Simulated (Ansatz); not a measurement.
H₂AlBr (SMILES [AlH2][Br]), singlet, at a GFN2-xTB geometry (such geometries of metal compounds can be far from the true shape); Ansatz (a quantum-chemistry and plane-wave program) with SC-NEVPT2/def2-SVP, CASSCF(6,6).

Here is a job for Ansatz.
Ansatz 0.2 input:
```yaml
crystal:
  periodic: [false, false, false]
  atoms:
    - {symbol: Al, position_ang: [-0.83649381, -1.27135581, 0.21759535]}
    - {symbol: H, position_ang: [-0.41220777, -2.32264286, 1.25043091]}
    - {symbol: H, position_ang: [-2.11474377, -1.51797671, -0.59310039]}
    - {symbol: Br, position_ang: [0.38289632, 0.58194986, -0.09960200]}
basis:
  gaussian:
    orbitals: def2-SVP
magnetization: {spin_polarized: false}
correlation: {method: sc_nevpt2, electrons: all, active_space: {window: {electrons: 6, orbitals: 6}}}
```

What the program printed (banner, timings and long lists left out):

```
Functional definition: HF
565 factors; integrals over basis functions are off by at most 1.1e-3 eV
mean field evaluation 1: about -76603.8889 eV, gradient 1.1e1 eV
mean field evaluation 2: about -76603.8944 eV, gradient 1.1e1 eV
mean field evaluation 4: about -76604.4679 eV, gradient 1.4e0 eV
mean field evaluation 8: about -76604.4742 eV, gradient 7.1e-4 eV
mean field -76604.47422333 eV, -2815.1625033297 hartree, gradient 3.9e-6 eV, S^2 0.000000; 0 other end points of the search recorded, 0 dependent functions left out
reference -76604.47422333 eV, -2815.1625033297 hartree; 25, 25 occupied and 35, 35 virtual orbitals, 565 factors
state -76605.54243252 eV, -2815.2017592933 hartree
state -76605.54243252 eV, -2815.2017592933 hartree; corrected -76613.66347593 eV, -2815.5002021341 hartree
state -76605.40967697 eV, -2815.1968806170 hartree
state -76605.40967697 eV, -2815.1968806170 hartree; corrected -76613.70710498 eV, -2815.5018054722 hartree
state -76605.40967697 eV, -2815.1968806170 hartree; corrected -76613.70710498 eV, -2815.5018054722 hartree
state -76605.35829355 eV, -2815.1949923110 hartree
state -76605.35829355 eV, -2815.1949923110 hartree; corrected -76613.66462056 eV, -2815.5002441985 hartree
state -76605.40967697 eV, -2815.1968806170 hartree; corrected -76613.70710498 eV, -2815.5018054722 hartree
WARN: the results are in doubt because another end's mean lies 0.133 eV lower, and its corrected mean 0.044 eV higher
Total energy: -76613.70710498 eV, -2815.5018054722 hartree
In doubt: another end's mean lies 0.133 eV lower, and its corrected mean 0.044 eV higher
```
